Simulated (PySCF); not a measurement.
C₃H₅O₃, SMILES [CH2]OC(=O)OC, multiplicity 2. Atoms are numbered in the order given.

```xyz
11

C      2.3544    -0.0375     0.0626
O      1.1426    -0.0379     0.6773
C      0.0472     0.0038    -0.0975
O      0.0387     0.0676    -1.2949
O     -1.0112    -0.0358     0.6965
C     -2.2632     0.0041     0.0353
H      3.1916     0.0537     0.7498
H      2.3857     0.1308    -1.0132
H     -2.3743    -0.8521    -0.6462
H     -3.0244    -0.0379     0.8225
H     -2.3701     0.9314    -0.5468
```
Charge 0, spin multiplicity 2.

The structure is a stationary point at PBE0-D3(BJ)/def2-SVP. The isomer is the one that the SMILES or the coordinates give; other isomers of the formula were not compared.

Computed with PBE/pcH-1 run with PySCF.

Unrestricted Kohn–Sham, ⟨S²⟩ = 0.753. Hyperfine tensors hold the contact and dipolar terms, without spin-orbit corrections.

Q: Estimate the hyperfine couplings. (The exact figures need the calculation; the answer reports its results.)

A: 
```
nucleus    A(iso) (MHz)  A(iso) (G)  dipolar principal values (MHz)
---------  ------------  ----------  ------------------------------
13C no. 1          96.2        34.3             -78.4, -77.1, 155.6
17O no. 2          -6.2        -2.2               -40.0, 19.0, 21.1
13C no. 3           0.9         0.3                 -5.2, -1.5, 6.7
17O no. 4          -0.3        -0.1                  -7.3, 3.2, 4.1
17O no. 5           0.1         0.0                  -7.8, 3.5, 4.3
13C no. 6          -1.0        -0.4                 -0.2, -0.2, 0.5
1H no. 7          -55.9       -20.0               -35.6, -0.7, 36.3
1H no. 8          -56.0       -20.0               -34.7, -0.9, 35.6
1H no. 9            3.4         1.2                 -0.9, -0.8, 1.7
1H no. 10          -0.1        -0.1                 -0.8, -0.7, 1.5
1H no. 11           3.4         1.2                 -0.9, -0.8, 1.7
```
